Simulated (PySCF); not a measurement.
**Polarisability and C₆ of Os³⁺ (osmium, charge +3)**

[Xe] 4f14 5d5, high-spin 6S determinant. Calculation: PySCF 2.14, in x2c-TZVPPall with one added diffuse shell each of s, p, d, f type (12s8p8d4f1g, 113 functions); the spin-free X2C one-electron Hamiltonian (Gaussian nucleus). Coupled (time-dependent) response in atomic units; α is the mean over directions.

| method | mean α (bohr³) | C₆ (like pair) | S(−4) |
| --- | --- | --- | --- |
| PBE0 | 6.915 | 37.75 | 11.09 |

S(−4) is the Cauchy moment in α(ω) = α(0) + S(−4) ω² + …

α(iu) at PBE0:

```
u (hartree)  α(iu) (bohr³)
          0          6.915
     0.0500          6.888
      0.100          6.807
      0.200          6.517
      0.300          6.116
      0.500          5.239
      0.750          4.280
       1.00          3.530
       1.50          2.487
       2.00          1.828
       3.00          1.090
       5.00         0.5039
```

A single London oscillator, α(iu) = α/(1 + u²/ω²), gives C₆ = (3/4) ω α². Matching the computed C₆ needs ω = 4 × 37.75 / (3 × 6.915²) = 1.05 hartree.

For an ion, C₆ is the dispersion term alone; charge-induced terms of lower order in 1/R come first.

Spin-orbit coupling, which splits the p, d and f shells strongly at this Z, is absent.
